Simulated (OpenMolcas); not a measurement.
**Computed levels of In⁻**

```yaml
Program: OpenMolcas
Method: "XMS-CASPT2, IPEA 0.25 Eh, imaginary shift 0.1 Eh (closed shells correlated: 4d)"
Basis: ANO-RCC-VTZP [7s6p4d2f1g]
Scalar_Hamiltonian: DKH2, point nucleus
Active_space: 4 electrons in 4 orbitals (5s 5p)
State_averaging: 2S+1 = 3 even, 3 roots; 2S+1 = 1 even, 6 roots; 2S+1 = 5 odd, 1 root; 2S+1 = 3 odd, 5 roots
Spin-orbit_coupling: RASSI with atomic mean-field integrals over the reference wave functions, term energies averaged over their components
```

With spin-orbit coupling, above the lowest level:

```json
{"Configuration": "5s² 5p²", "Term": "³P", "J": "0", "E (cm⁻¹)": "0.0", "Term weight %": "99", "Second": ""}
{"Configuration": "5s² 5p²", "Term": "³P", "J": "1", "E (cm⁻¹)": "663", "Term weight %": "100", "Second": ""}
{"Configuration": "5s² 5p²", "Term": "³P", "J": "2", "E (cm⁻¹)": "1563", "Term weight %": "98", "Second": "2 ¹D"}
```

Spin-orbit coupling puts the lowest level 1169 cm⁻¹ below the lowest spin-free term.

For ³P the intervals divided by the larger J are 663.1, 450.0 cm-1. Landé's interval rule makes them equal in pure LS coupling; they differ by 38 % of their mean. The multiplet is regular.

CASPT2 breaks the degeneracy within a term, and the mean is taken; among the terms shown or strongly mixed into the levels shown the widest spread is 110 cm-1 (5s² 5p² ³P). No diffuse functions were added, so excited terms of the anion can stand markedly too high. Levels of configurations outside the active space are missing. The first state left out of the spin-orbit step lies near 44000 cm-1 above the lowest spin-free state of the reference (among the parities and spins computed), and the list stops at four fifths of that energy or lower. Levels above the detachment limit are left out.

The term weight is that of the spin-free term in the level, not the purity of its configuration.
